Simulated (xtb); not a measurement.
C3F5O (SMILES O=C([C](F)F)C(F)(F)F), doublet, geometry from GFN2-xTB; GFN2-xTB in xtb 6.7.1.

Here is a job for xtb.
```
$ xtb mol.xyz --gfn 2 --uhf 1 --grad --json

# file mol.xyz
9

O      0.47815048     0.78701659     1.72183290
C      0.31667736     0.29403693     0.62018288
C      1.36116504    -0.02561886    -0.28654524
F      2.62247885     0.18041603    -0.02599835
F      1.18233591    -0.55486511    -1.46832239
C     -1.10346250    -0.04784240     0.07520924
F     -2.04367988     0.26606422     0.95131728
F     -1.35657716     0.61600942    -1.06031737
F     -1.21250029    -1.35424531    -0.19976189
```

**Question.** What does xtb print? Leave out banner, timings and long lists.

**Answer.** 
```
   ID    Z sym.   atoms
    1    8 O      1
    2    6 C      2, 3, 6
    3    9 F      4, 5, 7-9

           -------------------------------------------------
          |                Calculation Setup                |
           -------------------------------------------------

           -------------------------------------------------
          |                 G F N 2 - x T B                 |
           -------------------------------------------------

          ...................................................
          :                      SETUP                      :
          :.................................................:
          :  # basis functions                  36          :
          :  # atomic orbitals                  36          :
          :  # shells                           18          :
          :  # electrons                        53          :
          :  max. iterations                   250          :
          :  Hamiltonian                  GFN2-xTB          :
          :  restarted?                      false          :
          :  GBSA solvation                  false          :
          :  PC potential                    false          :
          :  electronic temp.          300.0000000     K    :
          :  accuracy                    1.0000000          :
          :  -> integral cutoff          0.2500000E+02      :
          :  -> integral neglect         0.1000000E-07      :
          :  -> SCF convergence          0.1000000E-05 Eh   :
          :  -> wf. convergence          0.1000000E-03 e    :
          :  Broyden damping             0.4000000          :
          :  net charge                          0          :
          :  unpaired electrons                  1          :
          ...................................................

 iter      E             dE          RMSdq      gap      omega  full diag
   1    -34.1171238 -0.341171E+02  0.558E+00    4.01       0.0  T
   2    -34.1799691 -0.628453E-01  0.303E+00    4.19       1.0  T
   3    -34.1875773 -0.760829E-02  0.182E+00    3.98       1.0  T
   4    -34.1919356 -0.435827E-02  0.286E-01    4.13       1.0  T
   5    -34.1924050 -0.469355E-03  0.807E-02    4.07       1.0  T
   6    -34.1924119 -0.689622E-05  0.291E-02    4.07       1.1  T
   7    -34.1924136 -0.173963E-05  0.116E-02    4.07       2.9  T
   8    -34.1924140 -0.365917E-06  0.376E-03    4.07       8.9  T
   9    -34.1924140 -0.476859E-07  0.155E-03    4.07      21.5  T
  10    -34.1924140 -0.249160E-08  0.293E-04    4.07     113.8  T
  11    -34.1924140 -0.112543E-09  0.154E-04    4.07     216.2  T

   *** convergence criteria satisfied after 11 iterations ***

         :::::::::::::::::::::::::::::::::::::::::::::::::::::
         ::                     SUMMARY                     ::
         :::::::::::::::::::::::::::::::::::::::::::::::::::::
         :: total energy             -34.056994254691 Eh    ::
         :: gradient norm              0.000025695422 Eh/a0 ::
         :: HOMO-LUMO gap              4.068445557177 eV    ::
         ::.................................................::
         :: SCC energy               -34.192410840047 Eh    ::
         :: -> isotropic ES            0.075410447562 Eh    ::
         :: -> anisotropic ES          0.008955175700 Eh    ::
         :: -> anisotropic XC         -0.031049686727 Eh    ::
         :: -> dispersion             -0.005523144613 Eh    ::
         :: repulsion energy           0.135416585356 Eh    ::
         :: add. restraining           0.000000000000 Eh    ::
         :: total charge              -0.000000000000 e     ::
         :::::::::::::::::::::::::::::::::::::::::::::::::::::

           -------------------------------------------------
          |                Property Printout                |
           -------------------------------------------------

    * Orbital Energies and Occupations

         #    Occupation            Energy/Eh            Energy/eV
[...]
        20        2.0000           -0.5831807             -15.8692
        21        2.0000           -0.5812820             -15.8175
        22        2.0000           -0.5717014             -15.5568
        23        2.0000           -0.5700649             -15.5123
        24        2.0000           -0.5675965             -15.4451
        25        2.0000           -0.5654152             -15.3857
        26        2.0000           -0.4870307             -13.2528
        27        1.0000           -0.4536869             -12.3454 (HOMO)
        28                         -0.3041743              -8.2770 (LUMO)
        29                         -0.0709702              -1.9312
        30                         -0.0013017              -0.0354
        31                          0.0266613               0.7255
        32                          0.0525143               1.4290
        33                          0.0912876               2.4841
        34                          0.1410445               3.8380
        35                          0.3011587               8.1949
        36                          0.5415443              14.7362
      -------------------------------------------------------------
                  HL-Gap            0.1495126 Eh            4.0684 eV
             Fermi-level           -0.4246447 Eh          -11.5552 eV

     #   Z          covCN         q      C6AA      α(0)
     1   8 O        0.857    -0.262    19.111     5.861
     2   6 C        2.810     0.173    24.275     8.072
     3   6 C        2.555     0.314    21.721     7.618
     4   9 F        0.787    -0.076    10.029     3.741
     5   9 F        0.787    -0.091    10.166     3.766
     6   6 C        3.328     0.474    17.556     6.653
     7   9 F        0.790    -0.160    10.826     3.887
     8   9 F        0.790    -0.186    11.096     3.935
     9   9 F        0.790    -0.186    11.096     3.935

 Mol. C6AA /au·bohr⁶  :       1168.736840
 Mol. C8AA /au·bohr⁸  :      25569.412562
 Mol. α(0) /au        :         47.467013

Wiberg/Mayer (AO) data.
largest (>0.10) Wiberg bond orders for each atom

 ---------------------------------------------------------------------------
     #   Z sym  total        # sym  WBO       # sym  WBO       # sym  WBO
 ---------------------------------------------------------------------------
     1   8 O    2.056 --     2 C    1.724     3 C    0.172
     2   6 C    3.972 --     1 O    1.724     3 C    1.220     6 C    0.874
     3   6 C    3.654 --     2 C    1.220     4 F    1.126     5 F    1.113
                             1 O    0.172
     4   9 F    1.299 --     3 C    1.126
     5   9 F    1.281 --     3 C    1.113
     6   6 C    3.853 --     7 F    0.988     9 F    0.955     8 F    0.955
                             2 C    0.874
     7   9 F    1.120 --     6 C    0.988
     8   9 F    1.090 --     6 C    0.955
     9   9 F    1.090 --     6 C    0.955
 ---------------------------------------------------------------------------

Topologies differ in total number of bonds
Writing topology from bond orders to xtbtopo.mol

molecular dipole:
                 x           y           z       tot (Debye)
 q only:        0.630      -0.103      -0.341
   full:        0.679      -0.156      -0.470       2.137
molecular quadrupole (traceless):
                xx          xy          yy          xz          yz          zz
 q only:        0.374      -0.580       1.523      -0.986      -1.958      -1.897
  q+dip:        0.959      -0.839       2.442      -1.420      -3.315      -3.401
   full:        0.145      -0.883       3.330      -1.198      -3.816      -3.476

           -------------------------------------------------
          | TOTAL ENERGY              -34.056994254691 Eh   |
          | GRADIENT NORM               0.000025695422 Eh/α |
          | HOMO-LUMO GAP               4.068445557177 eV   |
           -------------------------------------------------

normal termination of xtb
```
